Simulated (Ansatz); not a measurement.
Consider the formal hydrolysis of a B–O bond: `CCBO[SiH3]` + H₂O → `CCBO` + `O[SiH3]`.

Isolated molecules relaxed with PBE0-D4/def2-TZVP in Ansatz; ΔE leaves out vibrations. CBS: MP2 limit from def2 TZ/QZ plus the TZ coupled-cluster correction, frozen cores. This one scheme is used for every species. Functionals use def2-TZVPP. B3LYP here is the variant with VWN-RPA as its local correlation; programs differ in this. HSE06 is defined as in plane-wave codes. Each species was taken in one conformer, which may not be the lowest.

`CCBO[SiH3]`:

```xyz
14

C     0.010   -0.928    2.292
C     0.005    0.268    1.347
B     0.201   -0.072   -0.167
O    -0.276    0.768   -1.119
Si   -0.195    0.733   -2.769
H    -0.040   -0.621    3.340
H     0.915   -1.528    2.166
H    -0.842   -1.586    2.104
H     0.845    0.936    1.600
H    -0.891    0.884    1.483
H     0.802   -1.060   -0.521
H     0.530   -0.480   -3.228
H     0.514    1.953   -3.226
H    -1.579    0.731   -3.302
```

H₂O:

Cartesian coordinates in Å:
```
O -0.387 -0.008 0.045
H 0.123 0.576 -0.520
H 0.263 -0.568 0.476
```

`CCBO`:

Cartesian coordinates in Å:
```
C 1.200 -0.781 0.210
C -0.221 -0.257 0.412
B -0.757 0.626 -0.769
O -1.515 1.734 -0.590
H 1.925 0.036 0.179
H 1.502 -1.458 1.012
H 1.285 -1.324 -0.735
H -0.305 0.259 1.378
H -0.908 -1.115 0.481
H -0.536 0.340 -1.915
H -1.669 1.941 0.337
```

`O[SiH3]`:

Z-matrix (Å, degrees):
```
Si
O 1 1.648
H 1 1.489 2 111.7
H 1 1.489 2 111.7 3 120.9
H 1 1.481 2 105.9 3 -119.6
H 2 0.957 1 117.9 3 -60.5
```

(1) Is it downhill or uphill in electronic energy at CCSD(T)/CBS, and by how much? (Estimate.)

(2) What do these levels give: PBE-D4, revPBE-D4, B97M-V, B3LYP-D4, HSE06-D4, B3LYP, HSE06, RPA@PBE/def2-TZVPP, CCSD(T)/def2-SVP, MP2/def2-QZVPP, SCS-MP2/def2-QZVPP, MP2/CBS(def2)? (Best estimate.)

Largest T1 diagnostic among the species: 0.011.

Results:

(1) Computed: Uphill: ΔE = +3.0 kJ/mol.

(2) Computed: PBE-D4 -3.8, revPBE-D4 -2.0, B97M-V -2.0, B3LYP-D4 0.6, HSE06-D4 -1.5, B3LYP -4.4, HSE06 -4.4, RPA@PBE/def2-TZVPP -0.3, CCSD(T)/def2-SVP -5.1, MP2/def2-QZVPP 2.4, SCS-MP2/def2-QZVPP 1.8, MP2/CBS(def2) 3.2 kJ/mol.

From BLYP to BHLYP (50 % exact exchange), in def2-TZVPP and without D4, ΔE moves by +5.1 kJ/mol. Leaving LDA and LC-ωPBE aside and taking each functional with its dispersion term where it has one, the values, not all of them listed here, spread over 6.8 kJ/mol, from PBE-D4 to BHLYP-D4. The D4 term adds +5.1 kJ/mol with B3LYP and +3.0 kJ/mol with PBE0; it sums over pairs of atoms, weighted by their polarisabilities, and B3LYP, whose exchange is more repulsive, gets the larger term.
